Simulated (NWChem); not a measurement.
System: C₃H₄BFO; SMILES CC#CB(O)F

```xyz
10

C     -0.0297     3.0299    -0.0001
C     -0.0110     1.5724    -0.0015
C      0.0075     0.3576    -0.0005
B      0.0158    -1.1617    -0.0001
O      1.1854    -1.8511     0.0000
F     -1.1426    -1.8452     0.0000
H     -0.1147     3.4160     1.0231
H     -0.8810     3.4166    -0.5732
H      0.8887     3.4404    -0.4365
H      1.0267    -2.8082     0.0002
```
Atoms are numbered in this order, from 1.

Results from NWChem. Structure relaxed at the B3LYP/6-31G* (spherical d) level. Hybrids' shares of exact exchange are those that their runs print; pure functionals count as 0. The functionals differ in more than this share.

```
row                     share of exact exchange  highest occupied level (eV)
----------------------  -----------------------  ---------------------------
PBE/def2-TZVP                              0.00                        -6.60
BLYP/def2-TZVP                             0.00                        -6.44
B3LYP/def2-TZVP                            0.20                        -7.60
PBE0/def2-TZVP                             0.25                        -7.85
PW6B95/def2-TZVP                           0.28                        -7.93
Hartree-Fock/def2-TZVP                     1.00                     withheld
```

Problem. Fit a straight line of the last column on the one before it, predict the withheld value, and compare with the run.

Solution. 
1. Means of the 5 shown rows: x = 0.146, y = -7.284. Slope Σ(x − x̄)(y − ȳ)/Σ(x − x̄)² = -0.3856/0.07432 = -5.188; intercept -6.527.
2. The shown rows scatter about the line by 0.059 (root mean square); the largest residual is +0.09, at BLYP/def2-TZVP.
3. At x = 1.00 (Hartree-Fock/def2-TZVP; beyond the shown range) the line gives -11.72.
4. The run gives -10.60, +1.12 from the line, 19.0 times the scatter.
